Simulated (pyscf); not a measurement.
PySCF, gas phase, ωB97X-D3(BJ)/def2-SVP geometries. MP2 and CC: frozen core, UHF for open shells. ΔMP2 is the change of the MP2 total energy from the triple- to the quadruple-zeta basis.

SMILES: [F][GaH][O][SiH3]
```xyz
8

F     -2.2723    -0.8972    -1.2117
Ga    -2.5217     0.8293    -1.0312
O     -1.0019     1.7248    -0.9666
Si     0.6102     1.3212    -1.0302
H     -3.9262     1.4496    -0.9439
H      0.9390     0.6512    -2.3228
H      0.9726     0.4056     0.0916
H      1.4123     2.5709    -0.9141
```

Task: How much does it cost (ΔH, 298 K, CCSD(T)/def2-TZVPP + ΔMP2(QZVPP)) to split F–GaH–O–SiH₃ at its Ga–O bond into [F–GaH]• + •O–SiH₃?

Result: Ga–O to [F–GaH]• + •O–SiH₃: 4.95 eV. The radicals are drawn with the spin at the cut bond; how far it spreads was not checked. •O–SiH₃ lies 1.08 eV over its isomer HO–SiH₂•, and others may lie lower still (electronic energy, ωB97M-D3(BJ)). The CCSD(T) − MP2 part came from Ansatz, without density fitting, on the same reference. The frozen core leaves the outer d or s,p core shells of the metals and heavy elements correlated in the MP2 and CC values, and def2-TZVPP describes them poorly, which can shift differences by a few kcal/mol. Elements up to Kr have no core potential and no relativistic terms here.
